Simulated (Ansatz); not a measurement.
Compare A (`C[Si](O)([SiH3])Cl`) with its isomer B (`OC([SiH3])[SiH2]Cl`).

Computed with Ansatz on PBE0-D4/def2-TZVP structures; ΔE is electronic, products minus reactants. CCSD(T)/CBS adds triple-zeta CCSD(T) − MP2 to the extrapolated MP2 energy (def2 sets, frozen cores). Functionals use def2-TZVPP. B3LYP here is the variant with VWN-RPA as its local correlation; programs differ in this. Each species was taken in one conformer, which may not be the lowest.

A:

```xyz
12

C     1.3023    0.6926   -0.9281
Si    0.1063    0.3394    0.4502
O     0.8452   -0.3106    1.7651
Si   -1.6338   -1.1170   -0.1129
Cl   -0.7376    2.1631    0.9751
H     0.7819    1.1177   -1.7893
H     2.0628    1.4091   -0.6060
H     1.8023   -0.2272   -1.2423
H     1.5061    0.2136    2.2220
H    -1.0953   -2.4537   -0.4851
H    -2.3708   -0.5620   -1.2802
H    -2.5693   -1.2651    1.0314
```

B:

```xyz
12

O     0.602   -1.638   -0.196
C     0.207   -0.296   -0.470
Si   -1.683   -0.232   -0.419
Si    0.993    0.911    0.735
Cl    3.009    0.449    0.773
H     1.562   -1.664   -0.111
H     0.503    0.011   -1.488
H    -2.253   -1.151   -1.435
H    -2.172   -0.608    0.931
H    -2.098    1.165   -0.721
H     0.845    2.317    0.287
H     0.485    0.737    2.116
```

(1) Which is lower in electronic energy at CCSD(T)/CBS, and by how much? (Estimate.)

(2) Give E(B) − E(A) in kJ/mol with BLYP-D4, B3LYP, ωB97M-V, r2SCAN-D4, MP2/def2-TZVPP, B3LYP-D4, CCSD(T)/def2-TZVPP. (An estimate is asked.)

(3) Does the order hold for the free energy at 298.15 K (harmonic terms from PBE0-D4)? (An estimate is asked.)

Largest T1 diagnostic: 0.011.

Answers

(1) Ansatz gave: A, by 225.7 kJ/mol.

(2) Computed: BLYP-D4 218.3, B3LYP 223.4, ωB97M-V 219.3, r2SCAN-D4 229.4, MP2/def2-TZVPP 227.5, B3LYP-D4 223.2, CCSD(T)/def2-TZVPP 223.0. None reverses the order clearly.

(3) Ansatz gave: Yes: G(B) − G(A) = +220.6 kJ/mol, for one conformer each. Modes under 60 cm⁻¹, often nearly free rotors, make the harmonic entropy too high.

At CCSD(T), def2-SVP lies −27.4 kJ/mol from the extrapolated value and def2-TZVPP −2.7 kJ/mol. Leaving LDA and LC-ωPBE aside and taking each functional with its dispersion term where it has one, the values, not all of them listed here, spread over 17.4 kJ/mol, from revPBE-D4 to B97M-V. LDA lies −3.3 kJ/mol from PBE without D4.
